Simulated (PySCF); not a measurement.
PBE0 on Nb⁻ (niobium, charge -1), [Kr] 4d4 5s2, high-spin 5D determinant. All numbers are calculated (PySCF 2.14, a scalar-relativistic core potential, in def2-TZVPPD with the def2 core potential (28 electrons)).

```
cycle= 1 E= -56.8293051932366  delta_E= -0.00808  |g|= 0.0168  |ddm|= 0.58
cycle= 2 E= -56.8298420895558  delta_E= -0.000537  |g|= 0.00423  |ddm|= 0.176
cycle= 3 E= -56.8299033979948  delta_E= -6.13e-05  |g|= 0.00143  |ddm|= 0.0612
cycle= 4 E= -56.8299109056125  delta_E= -7.51e-06  |g|= 0.000802  |ddm|= 0.0193
cycle= 5 E= -56.8299118083142  delta_E= -9.03e-07  |g|= 0.000264  |ddm|= 0.00537
cycle= 6 E= -56.8299120033061  delta_E= -1.95e-07  |g|= 3.31e-05  |ddm|= 0.00215
cycle= 7 E= -56.8299120089679  delta_E= -5.66e-09  |g|= 3.2e-06  |ddm|= 0.000419
cycle= 8 E= -56.8299120090104  delta_E= -4.25e-11  |g|= 2.39e-07  |ddm|= 6.57e-05
converged SCF energy = -56.8299120090104  <S^2> = 6.025646  2S+1 = 5.0102479
```

Highest occupied orbital energy: 1.109 eV; ⟨L²⟩ = 6.04; populations by l: s 3.99, p 6.00, d 4.01, f 0.00.

Task: Can this result be used?

Result: With care. The run converged. Energies and moments cover only the electrons outside the core potential. At PBE0 the highest occupied level has a positive energy, so only the finite basis holds that electron; in a semilocal or global hybrid functional this comes from self-interaction and does not mean that the real anion is unbound.
